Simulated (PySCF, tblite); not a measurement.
Species: 2-ethylpyridine, C7H9N.
SMILES with atom numbers: `[CH3:1][CH2:2][c:3]1[cH:4][cH:5][cH:6][cH:7][n:8]1` (hydrogens: H9, H10, H11 on C1; H12, H13 on C2; H14 on C4; H15 on C5; H16 on C6; H17 on C7)

Computed with GFN2-xTB (tblite), gas phase: Langevin dynamics at 200 K from the optimised GFN2-xTB geometry, time step 0.5 fs, friction 0.01 fs⁻¹, 2000 steps. Over the second half of the run the saved frames average 202 K.

Frame at 250 fs, instantaneous temperature 180 K:
```
atom  x, y, z in Å
C1     -2.562   -0.438    0.586
C2     -1.715   -0.498   -0.660
C3     -0.277   -0.161   -0.234
C4      0.145    1.167   -0.054
C5      1.371    1.330    0.577
C6      2.163    0.245    0.907
C7      1.686   -1.010    0.587
N8      0.449   -1.169    0.120
H9     -3.612   -0.696    0.388
H10    -2.143   -0.956    1.378
H11    -2.680    0.607    0.963
H12    -1.665   -1.504   -1.064
H13    -2.043    0.289   -1.329
H14    -0.488    1.994   -0.466
H15     1.644    2.365    0.709
H16     3.089    0.331    1.405
H17     2.212   -1.918    0.747
```

Frame at 425 fs, instantaneous temperature 178 K:
```
atom  x, y, z in Å
C1     -2.850   -0.138    0.362
C2     -1.667   -0.347   -0.605
C3     -0.353   -0.085    0.013
C4      0.075    1.202    0.271
C5      1.339    1.419    0.805
C6      2.151    0.355    1.064
C7      1.595   -0.918    0.834
N8      0.416   -1.149    0.288
H9     -3.862   -0.400   -0.083
H10    -2.672   -0.733    1.259
H11    -2.892    0.904    0.601
H12    -1.644   -1.475   -0.802
H13    -1.851    0.191   -1.546
H14    -0.688    2.002    0.187
H15     1.642    2.403    1.071
H16     3.113    0.380    1.522
H17     2.215   -1.811    1.037
```

Frame at 625 fs, instantaneous temperature 247 K:
```
atom  x, y, z in Å
C1     -2.901   -0.091    0.947
C2     -1.944   -0.397   -0.248
C3     -0.518    0.007    0.036
C4     -0.022    1.337    0.130
C5      1.283    1.520    0.531
C6      2.106    0.424    0.838
C7      1.512   -0.845    0.700
N8      0.274   -1.027    0.367
H9     -3.932   -0.318    0.782
H10    -2.566   -0.636    1.808
H11    -2.816    0.999    1.168
H12    -1.937   -1.500   -0.277
H13    -2.316    0.061   -1.193
H14    -0.691    2.173   -0.091
H15     1.701    2.505    0.601
H16     3.108    0.636    1.212
H17     1.964   -1.806    0.981
```

Frame at 800 fs, instantaneous temperature 217 K:
```
atom  x, y, z in Å
C1     -3.123    0.133    0.635
C2     -1.991   -0.704    0.110
C3     -0.676   -0.121    0.450
C4     -0.275    1.199    0.287
C5      1.073    1.528    0.530
C6      1.939    0.525    0.952
C7      1.410   -0.737    1.188
N8      0.140   -1.039    0.931
H9     -4.065   -0.453    0.589
H10    -3.016    0.395    1.674
H11    -3.186    1.132    0.216
H12    -2.055   -1.729    0.532
H13    -2.070   -0.845   -0.930
H14    -1.011    1.975    0.136
H15     1.486    2.463    0.250
H16     3.017    0.709    1.042
H17     2.034   -1.589    1.492
```

Frame at 1000 fs, instantaneous temperature 232 K:
```
atom  x, y, z in Å
C1     -3.159    0.820    0.891
C2     -2.328   -0.275    0.208
C3     -0.888    0.033    0.481
C4     -0.263    1.274    0.055
C5      1.048    1.468    0.428
C6      1.717    0.590    1.250
C7      1.021   -0.541    1.631
N8     -0.209   -0.836    1.234
H9     -4.216    0.600    0.634
H10    -2.969    0.725    1.951
H11    -2.851    1.760    0.569
H12    -2.561   -1.326    0.525
H13    -2.536   -0.245   -0.868
H14    -0.918    1.909   -0.538
H15     1.530    2.466    0.088
H16     2.743    0.845    1.533
H17     1.513   -1.348    2.159
```

Question: What do single points at PBE0/pcSseg-1 (PySCF, gas phase) give on these frames?

Answer: 
```json
{"t (fs)": "250", "GFN2-xTB E above start (eV)": "0.41", "DFT E above lowest frame (eV)": "0.16", "HOMO (eV)": "-7.05", "LUMO (eV)": "-0.66", "dipole (D)": "1.78"}
{"t (fs)": "425", "GFN2-xTB E above start (eV)": "0.32", "DFT E above lowest frame (eV)": "0.00", "HOMO (eV)": "-7.36", "LUMO (eV)": "-0.67", "dipole (D)": "1.91"}
{"t (fs)": "625", "GFN2-xTB E above start (eV)": "0.32", "DFT E above lowest frame (eV)": "0.03", "HOMO (eV)": "-7.17", "LUMO (eV)": "-0.67", "dipole (D)": "1.77"}
{"t (fs)": "800", "GFN2-xTB E above start (eV)": "0.41", "DFT E above lowest frame (eV)": "0.14", "HOMO (eV)": "-7.16", "LUMO (eV)": "-0.78", "dipole (D)": "1.71"}
{"t (fs)": "1000", "GFN2-xTB E above start (eV)": "0.44", "DFT E above lowest frame (eV)": "0.17", "HOMO (eV)": "-7.13", "LUMO (eV)": "-0.60", "dipole (D)": "1.81"}
```

Both levels order the frames alike by energy; measured from each level's lowest frame they differ by 0.07 eV at most. The HOMO–LUMO gap runs from 6.38 to 6.69 eV. These are instantaneous structures, not minima.

Question: And the isotropic GIAO shieldings (ppm) from the same runs?

Answer: 
```csv
atom,250 fs,425 fs,625 fs,800 fs,1000 fs,mean,range
C1,168.6,165.0,165.9,174.6,167.2,168.3,9.6
C2,146.9,147.3,145.8,152.0,146.9,147.8,6.2
C3,14.7,17.0,11.6,19.9,3.5,13.3,16.4
C4,55.1,59.9,58.1,65.1,52.9,58.2,12.2
C5,47.1,49.6,43.4,43.0,44.9,45.6,6.6
C6,66.9,60.4,58.7,57.3,64.7,61.6,9.6
C7,32.0,25.6,33.3,29.1,34.4,30.9,8.8
N8,-81.6,-92.7,-97.9,-97.3,-90.8,-92.1,16.3
H9,30.2,29.1,30.7,29.7,29.6,29.9,1.6
H10,32.0,30.1,30.7,30.9,30.6,30.9,1.9
H11,30.3,30.7,30.0,30.2,31.7,30.6,1.7
H12,28.7,27.2,27.8,28.0,28.0,27.9,1.5
H13,28.9,28.4,28.1,29.5,28.4,28.7,1.4
H14,23.6,24.0,23.9,24.4,23.8,23.9,0.8
H15,23.9,24.2,23.9,23.9,23.0,23.8,1.2
H16,24.9,24.5,24.0,24.1,24.1,24.3,0.9
```

The cost below is that of the whole dynamics run. Time: 10 s wall; peak memory 0.18 GiB. Hardware: one thread, Intel Xeon Platinum 8488C (x86_64) (shared host).
